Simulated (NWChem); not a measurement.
Species: C3H6Si; SMILES C=C=C[SiH3]

All runs: NWChem. Medium grid unless said otherwise, to which SCAN and Minnesota functionals are sensitive. All runs use the structure optimised with B3LYP/6-31G* (spherical d). Hybrids' shares of exact exchange are those that their runs print; pure functionals count as 0. The functionals differ in more than this share.

```
row                     share of exact exchange  orbital gap (eV)
----------------------  -----------------------  ----------------
PBE/def2-TZVP                              0.00              5.16
r2SCAN/def2-TZVP                           0.00              5.57
B3LYP/def2-TZVP                            0.20              6.84
PW6B95/def2-TZVP                           0.28          withheld
Hartree-Fock/def2-TZVP                     1.00             13.57
```

Fit a straight line of the last column on the one before it, predict the withheld value, and compare with the run.


1. Means of the 4 shown rows: x = 0.300, y = 7.785. Slope Σ(x − x̄)(y − ȳ)/Σ(x − x̄)² = 5.596/0.6800 = 8.229; intercept 5.316.
2. The shown rows scatter about the line by 0.161 (root mean square); the largest residual is +0.25, at r2SCAN/def2-TZVP.
3. At x = 0.28 (PW6B95/def2-TZVP; inside the shown range) the line gives 7.62.
4. The run gives 7.43, -0.19 from the line, 1.2 times the scatter.
